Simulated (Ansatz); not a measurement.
Start from `ClC[SiH2][SeH]` and change one element to get `S[SiH2]CCl`.

Ansatz, PBE0-D4/def2-TZVP geometries, multiplicity 1. Each molecule was computed in one conformer, which needn't be the lowest.

Scalar relativity is left out up to krypton.

```
                                          property  `ClC[SiH2][SeH]`
size of the dipole moment (ωB97M-V/def2-TZVPP) / D              1.15
           HOMO–LUMO gap (ωB97M-V/def2-TZVPP) / eV             10.96
              HOMO–LUMO gap (PBE0/def2-TZVPP) / eV              7.08
             LUMO energy (ωB97M-V/def2-TZVPP) / eV              1.56
               HOMO energy (B3LYP/def2-TZVPP) / eV             -7.00
                 HOMO energy (PBE/def2-TZVPP) / eV             -6.09
```

Task: What does the change do to each property? (Estimate.)

Result: Ansatz gave: 
```
                                          property  `S[SiH2]CCl`  shift
size of the dipole moment (ωB97M-V/def2-TZVPP) / D          1.34   0.19
           HOMO–LUMO gap (ωB97M-V/def2-TZVPP) / eV         11.47   0.51
              HOMO–LUMO gap (PBE0/def2-TZVPP) / eV          7.54   0.46
             LUMO energy (ωB97M-V/def2-TZVPP) / eV          1.67   0.11
               HOMO energy (B3LYP/def2-TZVPP) / eV         -7.37  -0.37
                 HOMO energy (PBE/def2-TZVPP) / eV         -6.38  -0.29
```

With PBE0 the HOMO falls by 0.37 eV and the LUMO rises by 0.10 eV, so the gap widens by about 0.47 eV. PBE moves the HOMO by -0.29 eV and ωB97M-V by -0.39 eV. Dipoles are sizes alone; their direction can turn.

B3LYP here is the variant with VWN-RPA as its local correlation; programs differ in this.

Spin–orbit coupling is left out; it splits and shifts lone-pair levels of the heavy atoms by tenths of an eV.
